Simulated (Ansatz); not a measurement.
A made-up structure of AlSiH4Se (charge +1), closed shell:

```xyz
7
angstrom
Si -0.9694 0.0507 -0.6660
Al 0.8068 -1.4048 0.1900
Se 0.2399 0.8427 1.1989
H -2.1999 -0.7374 -0.4468
H -0.6581 0.4065 -2.0652
H 0.9048 1.5502 2.3553
H 1.8849 -0.7111 -0.6266
```

It is relaxed with PBE-D4/def2-SVP and then PBE0-D4/def2-TZVP (Ansatz 0.2.0). Atoms count as bonded within 1.22 times the sum of their covalent radii (H–H: 0.88 Å). The end point is not checked to be a true minimum.

Q: Does its bonding change? (Judge from chemistry; the calculation decides.)

A: By the calculation: No: no bond forms or breaks.

Where it ends: The first stage lowers the energy by 3.23 eV in 15 steps. It ends as AlSiH₄Se ([AlH]1[SiH2][SeH]1), total charge +1:
```json
{"atom": "Si1", "x (Å)": "-0.9625", "y (Å)": "-0.0092", "z (Å)": "-0.6829"}
{"atom": "Al2", "x (Å)": "1.1572", "y (Å)": "-0.9181", "z (Å)": "-0.1865"}
{"atom": "Se3", "x (Å)": "-0.0856", "y (Å)": "0.4148", "z (Å)": "1.5662"}
{"atom": "H4", "x (Å)": "-2.1758", "y (Å)": "-0.8165", "z (Å)": "-0.4396"}
{"atom": "H5", "x (Å)": "-1.1616", "y (Å)": "1.2864", "z (Å)": "-1.3630"}
{"atom": "H6", "x (Å)": "0.6678", "y (Å)": "1.6095", "z (Å)": "1.1349"}
{"atom": "H7", "x (Å)": "2.5695", "y (Å)": "-1.5702", "z (Å)": "-0.0896"}
```

Labels in which every atom is bracketed show which atoms are joined, not bond orders.

For scale, one of the runs: PBE0-D4/def2-TZVP relaxation, 146 basis functions, launched by `ansatz run in.yaml --threads 2 --pin off --events-out ev --progress --plain --max-ram 4352MiB`. The run took about 18 s on 2 CPU threads of an Intel Xeon Platinum 8259CL (shared host).
